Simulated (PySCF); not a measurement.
# One molecule, several mistakes: BH6NSi2

Calculated results; nothing here was measured. The program is PySCF 2.14.0, an open-source quantum chemistry code, run on an isolated molecule that a program drew, which may never have been made. The molecule is BH6NSi2 (charge 0, singlet), drawn as the SMILES string `BN[SiH2][SiH]`.

Each row is a Hartree-Fock (HF) and frozen-core CCSD(T) single point in the cc-pV(D+d)Z basis, meant for a local HF minimum. Run 1 is clean. Each other run has one planted mistake out of seven kinds, and not every kind appears here: one electron removed, one electron added, multiplicity raised by two, geometry at a saddle point, minimal basis STO-3G, one bond length entered in bohr, all coordinates scaled. The reference is restricted for singlets and unrestricted otherwise, and also for a bond in bohr. Adding or removing an electron swaps singlet and doublet. Electrons count all cores. HOMO and LUMO are orbital energies over both spins, the gradient is its largest component, and the lowest frequency (negative if imaginary) is given only where the gradient is small. Bond lengths are over the 9 bonds as drawn. T1 is the CCSD diagnostic: over 0.02 (restricted) or 0.045 (unrestricted) a single reference is doubtful.

Geometry of the clean run:
```xyz
10
BH6NSi2, angstrom
B    -0.3615    0.9510    0.6819
N     0.4583   -0.0303    0.1489
Si   -0.0358   -0.8392   -1.3496
Si   -2.1225    0.3313   -1.6457
H    -0.1329    1.5781    1.6750
H    -1.4286    1.2018    0.1106
H     1.3144   -0.2489    0.6244
H     1.0142   -0.6649   -2.3850
H    -0.1308   -2.3007   -1.1029
H    -1.4344    1.5059   -2.3089
```

| run | electrons | basis functions | <S^2> | HOMO (eV) | LUMO (eV) | gradient (hartree/bohr) | lowest frequency (cm^-1) | mean bond (Å) | longest bond (Å) | T1 | HF (hartree) | CCSD(T) (hartree) | mistake |
|---|---|---|---|---|---|---|---|---|---|---|---|---|---|
| 1 | 46 | 104 | 0.000 | -8.39 | 1.12 | 4.1e-05 | 126 | 1.4989 | 2.411 | 0.0160 | -660.49307 | -661.01156 | no fault |
| 2 | 46 | 104 | 0.000 | -8.60 | 0.69 | 5.2e-02 | - | 1.6158 | 2.599 | 0.0185 | -660.44758 | -660.97819 | all coordinates scaled |
| 3 | 46 | 34 | 0.000 | -5.68 | 6.19 | 3.7e-02 | - | 1.4989 | 2.411 | 0.0186 | -652.79979 | -653.02369 | ? |
| 4 | 47 | 104 | 0.767 | -0.62 | 7.64 | 3.3e-02 | - | 1.4989 | 2.411 | 0.0190 | -660.48275 | -661.01542 | ? |

**Which mistake was planted in run 3, and what did it cost?**

It has 34 basis functions where the clean run has 104, with the same electrons and geometry. So the mistake is: minimal basis STO-3G. Subtracting run 1 and multiplying by 627.51 kcal/mol a hartree, the energy moved by 4827.6 kcal/mol in HF and 5012.5 kcal/mol in CCSD(T).

**Which mistake was planted in run 4, and what did it cost?**

It counts 47 electrons, one more than the clean run, at the same geometry and basis. So the mistake is: one electron added. Subtracting run 1 and multiplying by 627.51 kcal/mol a hartree, the energy moved by 6.5 kcal/mol in HF and -2.4 kcal/mol in CCSD(T).

